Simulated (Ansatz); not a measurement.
# Reading a saddle point

A first-order saddle point of SnSiNH9, singlet, PBE0-D4/def2-TZVP, with one imaginary mode of 749i cm⁻¹:

Sn1  (-1.175, 0.475, -1.071)
Si2  (0.551, -1.278, 1.353)
H3  (-0.951, -1.011, -1.843)
H4  (-2.146, 0.522, 0.311)
H5  (-1.649, 1.682, -2.191)
H6  (0.914, 0.364, 0.226)
N7  (0.764, 1.237, -0.563)
H8  (0.325, -0.949, 2.804)
H9  (1.737, -2.203, 1.380)
H10  (-0.592, -2.219, 1.053)
H11  (1.448, 1.213, -1.316)
H12  (0.772, 2.166, -0.145)
(Å)

Program: Ansatz 0.2.0. Basis: def2-TZVPP and def2-QZVPP. Cores are frozen in the correlated methods. Filled d shells of the heavier atoms are correlated. Core potentials replace the inner electrons of the atoms past krypton. The def2 sets are not built for correlating such inner shells, so the correlated values are less sure here. Extrapolation: Hartree–Fock as exp(−7.88 √X), correlation as X^−2.97.

Task: Which contacts change along the imaginary mode, and what lies on either side? (A judgement: the text doesn't fix the answer.)

Result: Computed: The step is SnSiH₆ ([SiH3][SnH3]) + NH₃ → SnNH₅ ([NH2][SnH3]) + SiH₄, with the molecules in contact on both sides. Shortening one way: Sn1–N7, Si2–H6; lengthening the same way: Sn1–Si2, H6–N7.
```
   pair  one side (Å)  saddle (Å)  other side (Å)
 Sn1–N7          3.25        2.14            2.03
 Si2–H6          3.34        2.03            1.48
Sn1–Si2          2.55        3.45            4.17
  H6–N7          1.01        1.19            3.22
```

Task: Which side is lower, and how far does the saddle lie above each? (An estimate is asked for; the value comes from the calculation.)

Result: Computed: The side with Sn1–Si2, H6–N7 short is lower by 50.8 kJ/mol; the saddle lies 204.9 kJ/mol above it and 154.1 kJ/mol above the other (CCSD(T) at an estimated basis limit (MP2 extrapolated from triple and quadruple zeta, plus CCSD(T) − MP2 in triple zeta); electronic energies).

No T1 diagnostic of these runs exceeds 0.014.

Labels in which every atom is bracketed show which atoms are joined, not bond orders.

For scale, one of the runs: CCSD(T)/def2-TZVPP, 249 basis functions, launched by `ansatz run in.yaml --threads 8 --pin off --events-out ev --progress --plain --max-ram 19148MiB`. Hardware: 8 CPU threads of an AMD EPYC 9R45, shared host. Wall time 25 s; peak host memory 5.5 GiB.
